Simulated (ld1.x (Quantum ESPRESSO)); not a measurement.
# What one change does to a pseudopotential (palladium (Pd), TM)

| Quantity | Value |
| --- | --- |
| Element | palladium |
| Generator | ld1.x (Quantum ESPRESSO) 7.5 |
| Type | norm-conserving Troullier–Martins (Kleinman–Bylander form) |
| Functional | LDA (PZ) |
| Relativity | scalar-relativistic |
| Frozen core | [Kr] |
| Valence charge | 10 |
| Reference configuration | 4d10 5s0 5p0 |
| Partial waves | 5p (bound, empty): rc 3.75 bohr; 4d (bound): rc 1.75 bohr; 5s (bound, empty): rc 1.90 bohr |
| Local potential | the s channel |
| Core correction | none |

Change: wave 5s (bound): rc 1.90 bohr becomes 5s (bound): rc 1.44 bohr.

Cutoffs: the cutoffs (Ry, on a coarse ladder) from which the occupation-weighted sum of valence levels, in a spherical-Bessel basis at the reference potential, stays within 10 and 1 mRy of its value at 400 Ry; they do not see the model core or the augmentation charge, which bear on the density cutoff. Errors are all-electron minus pseudo energies relative to the spin-unpolarised reference configuration.

Q: What does the change do?

A: The potential gets neither clearly harder nor softer (55 Ry and 90 Ry → 60 Ry and 90 Ry); a bound ghost appears in p, s, which as a rule spoils a file; the number of tests that count goes from 9 to 7; of the 7 tests that both files solve, the error grows in 2 and shrinks in 5 by more than 15 % and 0.3 meV (median size 59.3 → 72.3 meV); the range in which the s phases agree narrows (upper end 0.9 → -0.2).

| quantity | base | changed |
| --- | --- | --- |
| cutoff, loose | 55 Ry | 60 Ry |
| cutoff, tight | 90 Ry | 90 Ry |
| bound ghosts | none | p, s (extra level of the local part) |
| tests counted (converged, no solver errors) | 9 of 9 | 7 of 9 |
| error for 4d9 5s0 5p0, meV [ΔE 9.39 eV] | -45 | -27 |
| error for 4d8 5s0 5p0, meV [ΔE 30.47 eV] | -292 | -195 |
| error for 4d7 5s0 5p0, meV [ΔE 65.06 eV] | -886 | -643 |
| error for 4d9.5 5s0 5p0, meV [ΔE 3.37 eV] | -8.0 | -4.3 |
| error for 4d9 5s0 5p1, meV [ΔE 5.32 eV] | -59 | -43 |
| error for 4d9 5s0 5p0 (spin-polarised), meV [ΔE 9.24 eV] | +53 | +72 |
| error for 4d8 5s0 5p0 (spin-polarised), meV [ΔE 29.83 eV] | +168 | +271 |
| s: phases at 4.07 bohr within 0.05 rad from the reference energy up to (Ry; the scan ends near 5) | 0.9 | -0.2 |
| p: phases at 4.07 bohr within 0.05 rad from the reference energy up to (Ry; the scan ends near 5) | 1.6 | 1.8 |
| d: phases at 4.07 bohr within 0.05 rad from the reference energy up to (Ry; the scan ends near 5) | 0.5 | 0.6 |

Changed file: Tests not counted: 4d8 5s1 5p0 (solver errors, printed error -4.0 eV); 4d9 5s1 5p0 (solver errors, printed error -3.3 eV). A true bound ghost makes a file unfit for plane-wave use even where its test errors are small: the radial tests pick states by their node count and pass the ghost by. Where a test does run into it, the solver fails or the error is huge.
